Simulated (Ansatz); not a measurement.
A short molecular-dynamics run on YBr₃.

```yaml
crystal:
  periodic: [false, false, false]
  atoms:
    - {symbol: Y, position_ang: [-0.000093, 0.000002, 0.000669]}
    - {symbol: Br, position_ang: [2.592095, -0.025890, 0.011784]}
    - {symbol: Br, position_ang: [-1.273522, 2.257923, -0.017191]}
    - {symbol: Br, position_ang: [-1.318480, -2.232035, 0.004737]}
basis:
  gaussian: {orbitals: def2-SVP}
hamiltonian: {xc: {name: r2SCAN}}
md: {timestep: 2 fs, n_steps: 15, ensemble: nvt_langevin, temperature: 1500, initial_velocities: maxwell_boltzmann, friction: 0.01, seed: 878}
scf: {omitted_lower_state_checks: [starts]}
```

```sh
$ ansatz run in.yaml --threads 4 --pin off --events-out ev --progress --plain --max-ram 3916MiB
```

| step | time (fs) | potential energy (eV) | kinetic (eV) | T (K) |
| --- | --- | --- | --- | --- |
| 0 | 0.0 | -211163.4936 | 0.5817 | 1125 |
| 1 | 2.0 | -211163.4909 | 0.6271 | 1213 |
| 2 | 4.0 | -211163.4832 | 0.6074 | 1175 |
| 3 | 6.0 | -211163.4698 | 0.7153 | 1383 |
| 4 | 8.0 | -211163.4508 | 0.7127 | 1378 |
| 5 | 10.0 | -211163.4285 | 0.6869 | 1328 |
| 6 | 12.0 | -211163.4023 | 0.7127 | 1378 |
| 7 | 14.0 | -211163.3745 | 0.5703 | 1103 |
| 8 | 16.0 | -211163.3454 | 0.5648 | 1092 |
| 9 | 18.0 | -211163.3154 | 0.5419 | 1048 |
| 10 | 20.0 | -211163.2885 | 0.4655 | 900 |
| 11 | 22.0 | -211163.2675 | 0.4316 | 835 |
| 12 | 24.0 | -211163.2563 | 0.4519 | 874 |
| 13 | 26.0 | -211163.2536 | 0.3349 | 648 |
| 14 | 28.0 | -211163.2518 | 0.4218 | 816 |
| 15 | 30.0 | -211163.2466 | 0.3660 | 708 |

Velocities are drawn at the set temperature; a run this short doesn't reach equilibrium. Under Langevin dynamics the printed temperature counts 3N degrees of freedom, so it starts below the set value.

In the def2 sets Y takes a core potential; there is no spin–orbit coupling.

Frames (Å, forces in eV/Å):

```xyz
4
time=0.0 fs
Y     0.000    0.000    0.001    0.000    0.000    0.000
Br    2.592   -0.026    0.012    0.006    0.000    0.000
Br   -1.274    2.258   -0.017   -0.003    0.005    0.000
Br   -1.318   -2.232    0.005   -0.003   -0.005    0.000
4
time=2.0 fs
Y    -0.008   -0.006    0.007    0.278    0.062   -0.001
Br    2.605   -0.021    0.011   -0.208   -0.007    0.000
Br   -1.268    2.256   -0.027   -0.024    0.018    0.000
Br   -1.328   -2.228    0.007   -0.047   -0.073    0.001
4
time=4.0 fs
Y    -0.017   -0.011    0.013    0.541    0.119   -0.003
Br    2.617   -0.016    0.010   -0.403   -0.016    0.002
Br   -1.262    2.255   -0.036   -0.047    0.037    0.000
Br   -1.339   -2.223    0.009   -0.091   -0.140    0.001
4
time=6.0 fs
Y    -0.026   -0.014    0.018    0.812    0.143   -0.005
Br    2.629   -0.011    0.008   -0.595   -0.023    0.005
Br   -1.256    2.253   -0.047   -0.083    0.080   -0.001
Br   -1.350   -2.217    0.010   -0.134   -0.200    0.001
4
time=8.0 fs
Y    -0.036   -0.015    0.023    1.079    0.131   -0.005
Br    2.642   -0.007    0.006   -0.776   -0.030    0.008
Br   -1.248    2.251   -0.057   -0.132    0.149   -0.003
Br   -1.362   -2.211    0.012   -0.171   -0.250    0.001
4
time=10.0 fs
Y    -0.044   -0.017    0.027    1.319    0.105   -0.005
Br    2.655   -0.003    0.004   -0.925   -0.036    0.012
Br   -1.240    2.248   -0.067   -0.185    0.232   -0.007
Br   -1.375   -2.203    0.013   -0.208   -0.300    0.000
4
time=12.0 fs
Y    -0.052   -0.019    0.031    1.549    0.104   -0.004
Br    2.667   -0.002    0.000   -1.057   -0.043    0.017
Br   -1.231    2.244   -0.076   -0.234    0.309   -0.012
Br   -1.388   -2.194    0.011   -0.258   -0.370   -0.001
4
time=14.0 fs
Y    -0.060   -0.022    0.033    1.749    0.091   -0.002
Br    2.678    0.000   -0.004   -1.174   -0.050    0.022
Br   -1.224    2.241   -0.084   -0.279    0.381   -0.017
Br   -1.402   -2.187    0.009   -0.296   -0.422   -0.003
4
time=16.0 fs
Y    -0.067   -0.025    0.036    1.924    0.054    0.000
Br    2.689    0.002   -0.007   -1.279   -0.057    0.027
Br   -1.218    2.235   -0.091   -0.323    0.457   -0.023
Br   -1.416   -2.181    0.005   -0.322   -0.454   -0.004
4
time=18.0 fs
Y    -0.074   -0.028    0.040    2.084    0.031    0.004
Br    2.699    0.004   -0.009   -1.371   -0.064    0.032
Br   -1.214    2.230   -0.095   -0.363    0.525   -0.029
Br   -1.430   -2.176   -0.001   -0.350   -0.492   -0.007
4
time=20.0 fs
Y    -0.080   -0.031    0.044    2.211    0.001    0.008
Br    2.708    0.005   -0.010   -1.443   -0.069    0.036
Br   -1.211    2.225   -0.099   -0.396    0.587   -0.034
Br   -1.444   -2.170   -0.008   -0.371   -0.518   -0.010
4
time=22.0 fs
Y    -0.084   -0.033    0.048    2.302    0.007    0.012
Br    2.715    0.006   -0.009   -1.493   -0.076    0.040
Br   -1.210    2.220   -0.102   -0.414    0.620   -0.038
Br   -1.457   -2.162   -0.016   -0.395   -0.552   -0.014
4
time=24.0 fs
Y    -0.087   -0.036    0.050    2.346    0.033    0.017
Br    2.717    0.008   -0.008   -1.516   -0.082    0.041
Br   -1.210    2.217   -0.109   -0.418    0.629   -0.040
Br   -1.471   -2.154   -0.024   -0.412   -0.580   -0.018
4
time=26.0 fs
Y    -0.089   -0.037    0.053    2.350    0.038    0.022
Br    2.716    0.010   -0.005   -1.519   -0.087    0.042
Br   -1.211    2.215   -0.116   -0.418    0.634   -0.043
Br   -1.485   -2.147   -0.031   -0.414   -0.584   -0.020
4
time=28.0 fs
Y    -0.091   -0.041    0.055    2.351    0.069    0.025
Br    2.714    0.012   -0.002   -1.520   -0.095    0.042
Br   -1.210    2.213   -0.125   -0.411    0.623   -0.045
Br   -1.499   -2.142   -0.036   -0.421   -0.597   -0.022
4
time=30.0 fs
Y    -0.095   -0.045    0.057    2.370    0.117    0.030
Br    2.713    0.015    0.001   -1.525   -0.104    0.042
Br   -1.209    2.210   -0.133   -0.406    0.614   -0.047
Br   -1.512   -2.136   -0.042   -0.439   -0.626   -0.026
```

It took 47 s on 4 threads of Arm Neoverse V2 on a shared host.
